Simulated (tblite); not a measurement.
A geometry optimisation, step by step.

C6H6F2.
Numbering: `[CH2:1]=[C:2]([F:3])/[CH:4]=[CH:5]/[CH:6]=[CH:7]\[F:8]` (hydrogens: H9, H10 on C1; H11 on C4; H12 on C5; H13 on C6; H14 on C7)

Computed with GFN2-xTB (tblite), gas phase: L-BFGS steps from a force-field or distance-geometry start until the largest atomic force falls under 0.01 eV/Å. 9 of its 21 geometries are shown.

Step 0: E = -688.2440 eV, largest atomic force 0.848 eV/Å
```
atom  x, y, z in Å  |  force x, y, z in eV/Å
C1     -3.020   -0.062    0.311   -0.824   0.052   0.192
C2     -1.873   -0.238   -0.333    0.281   0.267   0.710
F3     -1.885   -0.802   -1.551    0.110  -0.045  -0.210
C4     -0.583    0.122    0.216   -0.206  -0.006   0.210
C5      0.574   -0.079   -0.420    0.367  -0.163  -0.619
C6      1.857    0.282    0.121    0.305   0.088   0.229
C7      3.015    0.097   -0.525   -0.149   0.084   0.297
F8      3.085   -0.448   -1.746   -0.100  -0.021  -0.050
H9     -3.951   -0.358   -0.166    0.237   0.101   0.219
H10    -3.089    0.379    1.305    0.160  -0.224  -0.555
H11    -0.585    0.559    1.214   -0.137  -0.094  -0.287
H12     0.568   -0.527   -1.420    0.052   0.170   0.380
H13     1.882    0.731    1.124    0.041  -0.242  -0.576
H14     4.004    0.343   -0.158   -0.135   0.034   0.059
```

Step 2: E = -688.2768 eV, largest atomic force 0.340 eV/Å
```
atom  x, y, z in Å  |  force x, y, z in eV/Å
C1     -3.034   -0.061    0.312   -0.043   0.004  -0.030
C2     -1.873   -0.233   -0.315    0.059  -0.066  -0.029
F3     -1.881   -0.801   -1.552    0.084   0.168   0.284
C4     -0.580    0.121    0.216    0.002  -0.048   0.019
C5      0.580   -0.079   -0.428    0.100   0.066   0.029
C6      1.861    0.283    0.124    0.007  -0.108  -0.206
C7      3.015    0.098   -0.520   -0.033  -0.032  -0.006
F8      3.081   -0.448   -1.745   -0.086   0.036   0.081
H9     -3.948   -0.356   -0.161   -0.161  -0.027  -0.007
H10    -3.085    0.374    1.292    0.031  -0.012  -0.055
H11    -0.589    0.557    1.207   -0.048  -0.005  -0.075
H12     0.570   -0.524   -1.413    0.065  -0.003  -0.023
H13     1.883    0.726    1.110    0.030  -0.023  -0.072
H14     4.000    0.344   -0.156   -0.007   0.051   0.089
```

Step 5: E = -688.2836 eV, largest atomic force 0.089 eV/Å
```
atom  x, y, z in Å  |  force x, y, z in eV/Å
C1     -3.038   -0.062    0.308   -0.028  -0.003   0.012
C2     -1.871   -0.234   -0.307   -0.023  -0.006   0.022
F3     -1.874   -0.792   -1.539    0.063  -0.013  -0.061
C4     -0.577    0.117    0.217   -0.018   0.007   0.050
C5      0.582   -0.077   -0.430   -0.009  -0.027  -0.037
C6      1.861    0.279    0.117   -0.046   0.018   0.025
C7      3.016    0.096   -0.519    0.053  -0.018  -0.036
F8      3.075   -0.447   -1.742    0.013  -0.017  -0.044
H9     -3.958   -0.357   -0.160   -0.031   0.003   0.007
H10    -3.083    0.373    1.287   -0.021   0.015   0.022
H11    -0.593    0.557    1.203    0.011   0.030   0.042
H12     0.575   -0.524   -1.414    0.026  -0.012  -0.049
H13     1.886    0.722    1.101    0.017   0.004   0.007
H14     3.998    0.348   -0.149   -0.008   0.018   0.042
```

Step 8: E = -688.2848 eV, largest atomic force 0.037 eV/Å
```
atom  x, y, z in Å  |  force x, y, z in eV/Å
C1     -3.042   -0.062    0.308    0.009  -0.008  -0.002
C2     -1.873   -0.235   -0.305   -0.004   0.000  -0.005
F3     -1.866   -0.790   -1.540    0.017   0.004   0.009
C4     -0.578    0.116    0.221   -0.004   0.001  -0.001
C5      0.580   -0.078   -0.432    0.000  -0.001   0.014
C6      1.861    0.279    0.115   -0.007  -0.003  -0.011
C7      3.017    0.094   -0.521   -0.017   0.002  -0.005
F8      3.076   -0.448   -1.746    0.035   0.006   0.011
H9     -3.963   -0.357   -0.159    0.002   0.011   0.012
H10    -3.085    0.374    1.288   -0.023  -0.005  -0.011
H11    -0.592    0.560    1.206    0.023  -0.001  -0.004
H12     0.579   -0.524   -1.418   -0.011   0.009   0.016
H13     1.888    0.722    1.099    0.005  -0.005  -0.015
H14     3.997    0.350   -0.144   -0.027  -0.009  -0.008
```

Step 10: E = -688.2851 eV, largest atomic force 0.031 eV/Å
```
atom  x, y, z in Å  |  force x, y, z in eV/Å
C1     -3.042   -0.063    0.309    0.016  -0.004  -0.013
C2     -1.874   -0.235   -0.305    0.030   0.007   0.005
F3     -1.862   -0.790   -1.540   -0.007   0.006   0.022
C4     -0.578    0.116    0.222   -0.012   0.005   0.008
C5      0.579   -0.079   -0.432   -0.005   0.002  -0.004
C6      1.860    0.278    0.114    0.004  -0.009  -0.011
C7      3.016    0.094   -0.522   -0.016   0.004   0.004
F8      3.080   -0.448   -1.746    0.020  -0.002  -0.005
H9     -3.965   -0.356   -0.158   -0.016  -0.003  -0.009
H10    -3.087    0.374    1.287   -0.009  -0.002   0.003
H11    -0.590    0.561    1.207    0.011  -0.011  -0.018
H12     0.579   -0.524   -1.418   -0.018   0.005   0.019
H13     1.889    0.721    1.098    0.000   0.000  -0.005
H14     3.994    0.350   -0.143    0.002   0.001   0.003
```

Step 12: E = -688.2852 eV, largest atomic force 0.020 eV/Å
```
atom  x, y, z in Å  |  force x, y, z in eV/Å
C1     -3.042   -0.064    0.308    0.004   0.002  -0.006
C2     -1.873   -0.235   -0.304   -0.006   0.006   0.012
F3     -1.861   -0.789   -1.539   -0.008  -0.001   0.005
C4     -0.578    0.116    0.222   -0.001   0.006   0.008
C5      0.579   -0.079   -0.431    0.004   0.003  -0.009
C6      1.859    0.278    0.113    0.006  -0.005  -0.003
C7      3.016    0.094   -0.523    0.005   0.000  -0.001
F8      3.083   -0.448   -1.746    0.007  -0.003  -0.008
H9     -3.965   -0.356   -0.157   -0.001  -0.006  -0.014
H10    -3.089    0.374    1.287    0.000  -0.002   0.002
H11    -0.588    0.561    1.207    0.002  -0.001   0.006
H12     0.578   -0.523   -1.417   -0.019  -0.005  -0.002
H13     1.889    0.721    1.097   -0.003   0.002   0.001
H14     3.993    0.350   -0.142    0.009   0.005   0.009
```

Step 15: E = -688.2854 eV, largest atomic force 0.023 eV/Å
```
atom  x, y, z in Å  |  force x, y, z in eV/Å
C1     -3.043   -0.064    0.308   -0.011   0.005   0.011
C2     -1.872   -0.234   -0.303   -0.023  -0.003  -0.002
F3     -1.861   -0.789   -1.537    0.004  -0.002  -0.006
C4     -0.578    0.117    0.223    0.007  -0.001  -0.002
C5      0.578   -0.079   -0.432    0.003  -0.004   0.005
C6      1.860    0.277    0.112    0.001   0.006  -0.006
C7      3.017    0.094   -0.524    0.015  -0.004   0.000
F8      3.086   -0.448   -1.747    0.001   0.007   0.013
H9     -3.966   -0.356   -0.160    0.020   0.000  -0.005
H10    -3.091    0.373    1.287   -0.006  -0.001   0.000
H11    -0.586    0.561    1.208   -0.002   0.007   0.018
H12     0.573   -0.524   -1.417   -0.004  -0.004  -0.012
H13     1.889    0.721    1.095    0.000  -0.006  -0.012
H14     3.993    0.351   -0.140   -0.004  -0.001  -0.003
```

Step 18: E = -688.2855 eV, largest atomic force 0.011 eV/Å
```
atom  x, y, z in Å  |  force x, y, z in eV/Å
C1     -3.044   -0.063    0.308    0.006   0.001   0.002
C2     -1.873   -0.234   -0.301    0.009   0.001   0.002
F3     -1.860   -0.789   -1.536   -0.001   0.003   0.003
C4     -0.577    0.118    0.225   -0.003  -0.003   0.002
C5      0.577   -0.079   -0.432   -0.004  -0.005  -0.002
C6      1.860    0.276    0.109   -0.004   0.002  -0.006
C7      3.018    0.094   -0.524   -0.003   0.000   0.006
F8      3.090   -0.448   -1.747    0.001   0.001   0.001
H9     -3.965   -0.357   -0.162    0.003  -0.001  -0.004
H10    -3.093    0.373    1.287   -0.008   0.004   0.006
H11    -0.584    0.561    1.210   -0.005  -0.002  -0.006
H12     0.569   -0.525   -1.418    0.005   0.003   0.001
H13     1.889    0.720    1.093    0.000  -0.002  -0.004
H14     3.993    0.352   -0.139    0.006   0.000  -0.002
```

Step 20: E = -688.2855 eV, largest atomic force 0.006 eV/Å
```
atom  x, y, z in Å  |  force x, y, z in eV/Å
C1     -3.044   -0.063    0.308    0.003   0.000   0.000
C2     -1.873   -0.234   -0.301    0.005   0.000   0.004
F3     -1.860   -0.789   -1.536   -0.002   0.003   0.003
C4     -0.578    0.117    0.225    0.000  -0.002   0.001
C5      0.577   -0.079   -0.433    0.000   0.001  -0.003
C6      1.860    0.276    0.109    0.000  -0.002   0.002
C7      3.018    0.094   -0.524   -0.002   0.001  -0.001
F8      3.091   -0.448   -1.747    0.002  -0.003  -0.005
H9     -3.964   -0.357   -0.163    0.001   0.000  -0.001
H10    -3.094    0.373    1.287   -0.006   0.001   0.001
H11    -0.584    0.561    1.210   -0.003  -0.002  -0.005
H12     0.569   -0.525   -1.418    0.003   0.001   0.000
H13     1.889    0.720    1.092   -0.002   0.003   0.004
H14     3.993    0.352   -0.139    0.002   0.001   0.001
```

Q: Summarise the path.

A: The energy falls by 0.0415 eV from step 0 to step 20; nine tenths of that is first reached at step 4. It falls at every step. The largest force goes from 0.848 to 0.006 eV/Å. Among the bonds C6–H13 changes most, from 1.099 to 1.080 Å; the atoms move by 0.020 Å rms after alignment.

Q: Follow the three bonds and two angles with the largest change from start to end.

A: 
```
step  E above end (eV)  largest force (eV/Å)  C6–H13 (Å)  C1–H10 (Å)  C5–H12 (Å)  C1–C2–C4 (°)  C2–C1–H10 (°)
   0            0.0415                 0.848       1.099       1.090       1.096         123.6          123.4
   1            0.0166                 0.523       1.087       1.078       1.081         124.4          122.1
   2            0.0087                 0.340       1.081       1.074       1.081         125.3          121.6
   3            0.0047                 0.196       1.081       1.071       1.081         125.6          121.3
   4            0.0025                 0.077       1.079       1.071       1.080         125.9          120.9
   5            0.0018                 0.089       1.079       1.072       1.080         126.0          120.8
   6            0.0012                 0.075       1.080       1.073       1.081         126.1          120.6
   7            0.0008                 0.038       1.080       1.073       1.082         126.1          120.6
   8            0.0006                 0.037       1.080       1.073       1.082         126.1          120.6
   9            0.0005                 0.032       1.080       1.073       1.082         126.1          120.6
  10            0.0004                 0.031       1.080       1.073       1.082         126.1          120.7
  11            0.0003                 0.031       1.080       1.073       1.082         126.1          120.7
  12            0.0003                 0.020       1.079       1.073       1.081         126.1          120.7
  13            0.0002                 0.020       1.080       1.073       1.081         126.2          120.7
  14            0.0002                 0.024       1.080       1.073       1.081         126.2          120.7
  15            0.0001                 0.023       1.080       1.073       1.081         126.3          120.6
  16            0.0001                 0.016       1.080       1.073       1.081         126.3          120.6
  17            0.0000                 0.011       1.080       1.073       1.082         126.3          120.6
  18            0.0000                 0.011       1.080       1.073       1.082         126.3          120.7
  19            0.0000                 0.010       1.080       1.073       1.082         126.3          120.7
  20            0.0000                 0.006       1.080       1.073       1.082         126.3          120.7
```

The cost below is that of the whole relaxation. On an Arm Neoverse N1 with one thread, shared host with 64 logical CPUs at a one-minute load of 61, this took 0.18 s wall.
